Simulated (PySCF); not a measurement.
**Diatomic cations of Al with group 15**

CCSD(T) with triple-zeta basis sets in PySCF, for the lowest determinant that a PBE0 search found; no spin–orbit coupling. De refers to high-spin ground-configuration atoms (the charge goes to the atom of lower measured ionisation energy or higher electron affinity, which is not always the lowest computed limit).

```tsv
M	basis	reference, frozen orbitals	charged atom	state (unpaired electrons)	Re (Å)	ωe (cm⁻¹)	De (eV)
P	def2-TZVPPD	ROHF, 10	Al+	quartet (σ ↑, π ↑↑)	2.566	197	0.50
As	def2-TZVPPD	UHF, 14	Al+	quartet (σ ↑, π ↑↑)	2.665	171	0.56
Sb	def2-TZVPPD	UHF, 9	Al+	quartet (σ ↑, π ↑↑)	2.879	157	0.67
```

The shortest bond is that of AlP⁺ (2.566 Å), the longest that of AlSb⁺ (2.879 Å).

Down a group the atoms grow and get heavier, so bonds lengthen and wavenumbers fall; this series shows no clear exception.

Correlated steps freeze the inner cores (9 to 14 orbitals); shallow outer-core shells are correlated. UHF and ROHF references stand side by side, which adds small steps between rows. Weak bonds: AlP⁺. Basis-set superposition, not corrected here, can be much of De in a small basis, most of all at correlated wavefunction levels. Spin–orbit coupling is left out, which matters for elements this heavy, above all for dissociation energies. For an ion De counts to the pair picked by the measured ionisation energies or electron affinities, which need not be the lowest pair at this level. States were picked by a PBE0 search and need not be the measured ground states.
